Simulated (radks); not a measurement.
Q: These are the eigenvalues of the occupied orbitals of an atom or ion with whole-number occupations (eV). All-electron calculation, scalar-relativistic Kohn-Sham, PBE, spin-polarised, spherical densities, finite nucleus; Fermi nuclear charge, rms radius of each element as measured or else 0.836 A^(1/3) + 0.57 fm. Program: a radial shooting solver on a logarithmic mesh with Libxc functionals.

orbital  eigenvalue
1s down   -78432.19
1s up     -78432.18
2s up     -13808.87
2s down   -13808.65
2p up     -11975.95
2p down   -11975.77
3s up     -3270.818
3s down   -3270.737
3p up     -2736.753
3p down   -2736.661
3d up     -2156.612
3d down   -2156.451
4s up     -730.7373
4s down   -730.5225
4p up     -555.5092
4p down   -555.3105
4d up     -342.4159
4d down   -342.1850
5s up     -137.6382
5s down   -136.0495
4f up     -105.6833
4f down   -105.3328
5p up      -91.7058
5p down    -89.7224
5d up      -39.7404
5d down    -37.4986

Which element is it, and in what charge state? The configuration may be excited. Open shells, if any, are filled with parallel spins first.

A: Z = 78, platinum, charge +3: Pt3+ in [Xe] 4f14 5d7. The list shows which subshells hold electrons but not how many an open one holds; the 1s level, -2882.3 hartree, gives Z - s = 75.9 by -(Z - s)^2/2, which with screening and relativity narrows Z to a few neighbours, and the depths of the outer levels then fix element, charge and occupations together.
